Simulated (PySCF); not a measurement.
ClH4OSi2 (charge -1).
Numbering: `[SiH3:1][O:2][SiH-:3][Cl:4]` (hydrogens: H5, H6, H7 on Si1; H8 on Si3)

Cartesian coordinates in Å at the PBE0-D3(BJ)/def2-SVP level; atoms count from 1:
```xyz
8
ClH4OSi2 angstrom
Si    -1.0898    0.0444    0.2979
O      0.1392   -0.7293   -0.4493
Si     1.8735   -0.6892   -0.1463
Cl     1.7165   -0.3773    2.0906
H     -1.5845   -0.6145    1.5532
H     -2.2835    0.0433   -0.6280
H     -0.8235    1.4896    0.6145
H      2.0607    0.8421   -0.4040
```

The calculation used PBE0-D3(BJ)/def2-SVP geometry optimisation, gas phase in PySCF.

Masses are those of the commonest isotopes; rigid-rotor values at the optimised geometry. The values belong to one conformer with, in the numbering `[SiH3:1][O:2][SiH-:3][Cl:4]`, Si1–O2–Si3–Cl4 32°.

(1) What are A, B and C (MHz)?

(2) What kind of rotor is it?

(3) What does the inertial defect say?

(4) Give the other two planar moments, Paa and Pbb, and the rms extents of the mass along the axes.

(5) List the rotational levels J(Ka,Kc) to J = 2 (cm⁻¹).

(6) Which lines would a microwave search look for?

(7) Estimate the classical rotational partition function at 10 K, 25 K and 200 K.

Results:

(1) Ia = 100.63, Ib = 225.85, Ic = 311.98 u·Å²; 505379 MHz·u·Å²/I gives A = 5022, B = 2238, C = 1620 MHz.

(2) An asymmetric top; Ray's κ = -0.637.

(3) Not planar: Δ = Ic − Ia − Ib = -14.51 u·Å². For a rigid frame Δ = −2 Σ m c², so Σ m c² = 7.25 u·Å² lies off the ab plane: 5.58 from hydrogen and 1.68 from heavier atoms. The atom farthest from that plane is 1.62 Å away.

(4) Paa = Σ m a² = (Ib + Ic − Ia)/2 = 218.60 and Pbb = Σ m b² = (Ia + Ic − Ib)/2 = 93.37 u·Å². With the mass M = 110.95 u, the rms extents √(P/M) along a, b and c are 1.40, 0.92, 0.26 Å.

(5) Above 0(0,0):
J = 1: 1(0,1) 0.1287, 1(1,1) 0.2216, 1(1,0) 0.2422
J = 2: 2(0,2) 0.3830, 2(1,2) 0.4583, 2(1,1) 0.5201, 2(2,1) 0.7988, 2(2,0) 0.8018
The levels of one J sum to (2J + 1)J(J + 1)(A + B + C)/3.

(6) The dipole components (about the centre of mass, as the species is charged) are |μa| = 1.79 D, |μb| = 1.75 D, |μc| = 0.01 D. Intensities carry the squares of the components, which stand as 1.00 : 0.95 : 0.00 (a : b : c). Some lines, for components of 0.1 D or more:

| type | branch | J(Ka,Kc) | MHz | lower level (cm⁻¹) |
| --- | --- | --- | --- | --- |
| a | Q | 3(2,1) ← 3(2,2) | 446 | 1.185 |
| a | Q | 2(1,1) ← 2(1,2) | 1853 | 0.458 |
| b | Q | 1(1,0) ← 1(0,1) | 3402 | 0.129 |
| a | Q | 3(1,2) ← 3(1,3) | 3698 | 0.812 |
| a | R | 1(0,1) ← 0(0,0) | 3858 | 0.000 |
| b | R | 3(1,2) ← 2(2,1) | 4083 | 0.799 |
| b | Q | 2(1,1) ← 2(0,2) | 4112 | 0.383 |
| b | R | 2(0,2) ← 1(1,1) | 4839 | 0.222 |
| b | Q | 3(1,2) ← 3(0,3) | 5331 | 0.757 |
| b | R | 1(1,1) ← 0(0,0) | 6642 | 0.000 |
| a | R | 2(1,2) ← 1(1,1) | 7097 | 0.222 |
| b | Q | 3(2,1) ← 3(1,2) | 7936 | 0.935 |
| a | R | 2(1,1) ← 1(1,0) | 8333 | 0.242 |
| b | Q | 2(2,0) ← 2(1,1) | 8446 | 0.520 |
| b | R | 3(0,3) ← 2(1,2) | 8959 | 0.458 |
| b | Q | 2(2,1) ← 2(1,2) | 10207 | 0.458 |
| b | Q | 3(2,2) ← 3(1,3) | 11187 | 0.812 |
| a | R | 3(2,2) ← 2(2,1) | 11573 | 0.799 |
| a | R | 3(2,1) ← 2(2,0) | 11927 | 0.802 |
| a | R | 3(1,2) ← 2(1,1) | 12437 | 0.520 |
| b | Q | 3(3,1) ← 3(2,2) | 15521 | 1.185 |
| b | R | 2(2,1) ← 1(1,0) | 16687 | 0.242 |
| b | R | 2(2,0) ← 1(1,1) | 17396 | 0.222 |
| b | R | 3(2,2) ← 2(1,1) | 19927 | 0.520 |
| b | R | 3(2,1) ← 2(1,2) | 22226 | 0.458 |
| b | R | 3(3,1) ← 2(2,0) | 27002 | 0.802 |
| b | R | 3(3,0) ← 2(2,1) | 27103 | 0.799 |

(7) Point group C1, symmetry number σ = 1; q = (√π/σ)·√((kT/h)³/(ABC)), k/h = 20836.6 MHz/K: 1250 at 10 K, 4940 at 25 K, 112000 at 200 K.

No frequency check. The geometry's basis has no diffuse functions, a weakness for an anion. Constants of a rigid frame at the computed geometry: no zero-point averaging, no centrifugal distortion. A rigid rotor knows nothing of internal rotation, which can split or shift real lines. Quadrupole hyperfine structure (35Cl) is left out.
